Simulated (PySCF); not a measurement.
Compound: C₆H₁₁NSi₂.
Atom-mapped SMILES: `[cH:1]1[cH:2][cH:3][n:4]([CH:5]2[SiH2:6][CH2:7][SiH2:8]2)[cH:9]1` (hydrogens: H10 on C1; H11 on C2; H12 on C3; H13 on C5; H14, H15 on Si6; H16, H17 on C7; H18, H19 on Si8; H20 on C9)

The same species was optimised twice, with GFN2-xTB and with PBE0-D3(BJ)/def2-SVP (PySCF), and the same property calculations (PySCF, gas phase) were run on both structures.

```csv
coordinate,GFN2-xTB,PBE0-D3(BJ)/def2-SVP,change
C5–Si8 (Å),1.943,1.924,-0.019
C7–Si8 (Å),1.919,1.901,-0.018
Si6–C7 (Å),1.919,1.901,-0.018
C5–Si6 (Å),1.942,1.924,-0.018
C1–C2 (Å),1.406,1.420,+0.014
N4–C9 (Å),1.356,1.370,+0.014
C3–N4 (Å),1.356,1.370,+0.014
C2–C3 (Å),1.371,1.380,+0.009
C1–C9 (Å),1.371,1.379,+0.008
N4–C5 (Å),1.432,1.435,+0.003
N4–C5–Si6 (°),116.9,123.7,+6.8
N4–C5–Si8 (°),117.0,123.7,+6.7
Si6–C7–Si8 (°),93.6,88.2,-5.4
Si6–C5–Si8 (°),92.2,86.9,-5.3
C5–Si8–C7 (°),87.0,88.6,+1.6
C5–Si6–C7 (°),87.0,88.5,+1.5
C5–N4–C9 (°),126.4,125.5,-0.9
C2–C3–N4 (°),108.9,108.4,-0.5
C3–N4–C5–Si6 (°),-54,-57,-3
```

Rotational constants: A = 2477, B = 761.7, C = 703.1 MHz (GFN2-xTB) against A = 2723, B = 703.9, C = 659.3 MHz (PBE0-D3(BJ)/def2-SVP).

On the GFN2-xTB structure: HOMO (eV) -5.95 [PBE0/pcSseg-1]; LUMO (eV) -0.38 [PBE0/pcSseg-1]; dipole (D) 2.52 [PBE0/pcSseg-1]; GIAO shielding of C1/C2 (mean) (ppm) 73.0 [PBE0/pcSseg-1]; GIAO shielding of C3/C9 (mean) (ppm) 64.7 [PBE0/pcSseg-1]; GIAO shielding of N4 (ppm) 80.6 [PBE0/pcSseg-1]; GIAO shielding of C5 (ppm) 143.7 [PBE0/pcSseg-1]; GIAO shielding of Si6/Si8 (mean) (ppm) 369.1 [PBE0/pcSseg-1]; GIAO shielding of C7 (ppm) 196.7 [PBE0/pcSseg-1].

Question: What do these properties become on the PBE0-D3(BJ)/def2-SVP structure?

Answer: 
```json
{"property": "HOMO (eV)", "level": "PBE0/pcSseg-1", "on GFN2-xTB": "-5.95", "on PBE0-D3(BJ)/def2-SVP": "-5.99", "change": "-0.04"}
{"property": "LUMO (eV)", "level": "PBE0/pcSseg-1", "on GFN2-xTB": "-0.38", "on PBE0-D3(BJ)/def2-SVP": "-0.20", "change": "+0.18"}
{"property": "dipole (D)", "level": "PBE0/pcSseg-1", "on GFN2-xTB": "2.52", "on PBE0-D3(BJ)/def2-SVP": "2.70", "change": "+0.18"}
{"property": "energy, GFN2-xTB geometry as zero (kcal/mol)", "level": "PBE0/pcSseg-1", "on GFN2-xTB": "0.0", "on PBE0-D3(BJ)/def2-SVP": "-5.1", "change": "-5.1"}
{"property": "GIAO shielding of C1/C2 (mean) (ppm)", "level": "PBE0/pcSseg-1", "on GFN2-xTB": "73.0", "on PBE0-D3(BJ)/def2-SVP": "70.6", "change": "-2.4"}
{"property": "GIAO shielding of C3/C9 (mean) (ppm)", "level": "PBE0/pcSseg-1", "on GFN2-xTB": "64.7", "on PBE0-D3(BJ)/def2-SVP": "60.7", "change": "-4.0"}
{"property": "GIAO shielding of N4 (ppm)", "level": "PBE0/pcSseg-1", "on GFN2-xTB": "80.6", "on PBE0-D3(BJ)/def2-SVP": "79.9", "change": "-0.7"}
{"property": "GIAO shielding of C5 (ppm)", "level": "PBE0/pcSseg-1", "on GFN2-xTB": "143.7", "on PBE0-D3(BJ)/def2-SVP": "146.7", "change": "+3.0"}
{"property": "GIAO shielding of Si6/Si8 (mean) (ppm)", "level": "PBE0/pcSseg-1", "on GFN2-xTB": "369.1", "on PBE0-D3(BJ)/def2-SVP": "377.5", "change": "+8.4"}
{"property": "GIAO shielding of C7 (ppm)", "level": "PBE0/pcSseg-1", "on GFN2-xTB": "196.7", "on PBE0-D3(BJ)/def2-SVP": "199.4", "change": "+2.7"}
```

The heavy atoms differ by 0.248 Å rms after alignment. Among bonds between heavy atoms C5–Si6, C5–Si8, Si6–C7 and C7–Si8 change most and about equally (-0.019 to -0.018 Å). Changes are differences of the printed values. Neither structure is proved a minimum here.

The values belong to the conformer `[cH:1]1[cH:2][cH:3][n:4]([CH:5]2[SiH2:6][CH2:7][SiH2:8]2)[cH:9]1`: C3–N4–C5–Si6 -57°.
